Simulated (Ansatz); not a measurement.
Isolated molecules relaxed with PBE0-D4/def2-TZVP in Ansatz; ΔE leaves out vibrations. CCSD(T)/CBS adds triple-zeta CCSD(T) − MP2 to the extrapolated MP2 energy (def2 sets, frozen cores). Functionals use def2-TZVPP. For Ga, Ge outer-core shells are correlated without core-valence functions, which leaves a few kJ/mol of doubt a bond. Scalar relativity is left out up to krypton. Each species was taken in one conformer, which may not be the lowest.

`[OH][GaH2]` + `[BH2][GeH2][PH2]` → `[PH2][GaH2]` + `[BH2][GeH2][OH]`  (redistribution)

`[OH][GaH2]`:

Cartesian coordinates in Å:
```
O 0.994 0.633 -0.489
Ga -0.455 -0.308 -0.027
H 1.471 1.007 0.255
H -0.786 -0.421 1.498
H -1.224 -0.911 -1.237
```

`[BH2][GeH2][PH2]`:

Z-matrix (Å, degrees):
```
Ge
P 1 2.345
B 1 2.049 2 104.4
H 1 1.540 2 105.0 3 -120.0
H 1 1.540 2 110.2 3 123.6
H 2 1.421 1 93.3 3 -161.1
H 2 1.421 1 94.0 3 -68.0
H 3 1.194 1 120.8 2 94.7
H 3 1.194 1 120.3 2 -81.2
```

`[PH2][GaH2]`:

Z-matrix (Å, degrees):
```
P
Ga 1 2.309
H 1 1.419 2 95.4
H 1 1.419 2 95.4 3 -95.9
H 2 1.568 1 119.2 3 -44.7
H 2 1.569 1 119.2 3 140.6
```

`[BH2][GeH2][OH]`:

Z-matrix (Å, degrees):
```
Ge
O 1 1.791
B 1 2.050 2 108.1
H 1 1.549 2 108.7 3 -122.0
H 1 1.549 2 108.7 3 122.1
H 2 0.959 1 112.5 3 -179.9
H 3 1.195 1 119.5 2 179.8
H 3 1.193 1 121.4 2 -0.3
```

```csv
level,ΔE (kJ/mol)
r2SCAN0,26.0
CAM-B3LYP,24.4
```

(1) What does CCSD(T)/CBS give? (An estimate is asked.)

(2) What do rigid-rotor, harmonic-oscillator terms from PBE0-D4/def2-TZVP frequencies (298.15 K, 1 bar) make of the CCSD(T)/CBS value? (Best estimate.)

Largest T1 diagnostic among the species: 0.015.

## Answers

(1) Computed: +28.2 kJ/mol. The listed levels differ from it by -2.2, -3.8 kJ/mol.

(2) Ansatz gave: ΔZPE = -1.5 kJ/mol, ΔH = +26.7 kJ/mol, ΔS = -3 J/(mol·K), ΔG = +27.5 kJ/mol.

In def2-TZVPP, CCSD(T) changes the Hartree–Fock value by +13.9 kJ/mol (the triples alone add +2.2 kJ/mol) and MP2 by +17.0 kJ/mol. Leaving LDA and LC-ωPBE aside and taking each functional with its dispersion term where it has one, the values, not all of them listed here, spread over 8.0 kJ/mol, from BHLYP-D4 to BLYP-D4.
